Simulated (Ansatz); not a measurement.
Ansatz (a first-principles code) input (BHLYP/def2-TZVPD):

Ansatz 0.2 input:
```yaml
crystal:
  periodic: [false, false, false]
  atoms:
    - {symbol: O, position_ang: [1.33996877, -1.38843290, -0.08620496]}
    - {symbol: Al, position_ang: [-0.03622523, -0.41261072, -0.02473921]}
    - {symbol: O, position_ang: [-1.57334619, -1.10052803, -0.06299745]}
    - {symbol: Cl, position_ang: [0.10714959, 1.66882545, 0.10013864]}
    - {symbol: H, position_ang: [2.23544797, -1.04814961, -0.06755364]}
    - {symbol: H, position_ang: [-1.71904374, -2.04625611, -0.11957437]}
basis:
  gaussian:
    orbitals: def2-TZVPD
hamiltonian:
  xc: {name: BHLYP}
total_charge: 1
magnetization: {spin_polarized: true, initial_magnetization: 1}
```

End of the output:

```
integrals: 0.11 GiB planned
1154 factors; their error is unknown
0.29 GiB of the device are held for the grids
1.03 GiB of device memory are held for the factors and their scratch space
mean field: 0.93 GiB planned
mean field evaluation 1: about -23222.9689 eV, gradient 7.2e1 eV
mean field evaluation 2: about -23182.0436 eV, gradient 1.2e2 eV
mean field evaluation 4: about -23239.8927 eV, gradient 4.0e0 eV
mean field evaluation 8: about -23239.9696 eV, gradient 8.1e-1 eV
mean field evaluation 16: about -23239.9753 eV, gradient 3.6e0 eV
mean field evaluation 32: about -23240.1707 eV, gradient 1.5e0 eV
mean field evaluation 64: about -23240.1575 eV, gradient 3.1e-1 eV
mean field -23240.20795343 eV, -854.0618895099 hartree, gradient 2.6e-6 eV, S^2 0.765729; 8 other end points of the search recorded, 0 dependent functions left out
reference -23240.20812586 eV, -854.0618958465 hartree; 24, 23 occupied and 163, 164 virtual orbitals, 1154 factors
Total energy: -23240.20812586 eV, -854.0618958465 hartree
```

This state (charge 1, doublet) is run at the relaxed geometry of the species with charge 0 and multiplicity 1.
